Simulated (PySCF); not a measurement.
**Ionisation energy of Ga²⁺ by level of theory**

Ga²⁺ [Ar] 3d10 4s1 [4s1/2^1, M_J = 1/2] → Ga³⁺ [Ar] 3d10, as a difference of total energies. All numbers are calculated (PySCF 2.14, the two-component X2C-1e Hamiltonian, in x2c-SVPall-2c (5s6p3d, 38 functions)). Correlated levels: [Ne] frozen; the 6 highest virtual spinors dropped. "Screened" scales the spin-orbit matrix elements by Boettger's factors to mimic the two-electron term; Breit and QED terms are absent.

| method | ionisation energy (eV) | error (eV) |
| --- | --- | --- |
| GHF (screened spin-orbit) | 29.566 | -1.160 |
| GMP2 (screened spin-orbit) | 29.835 | -0.891 |

Reference: 30.726 eV (measured; NIST Atomic Spectra Database, ionization energies).

Errors of the correlated levels include the incompleteness of this basis and the frozen core.
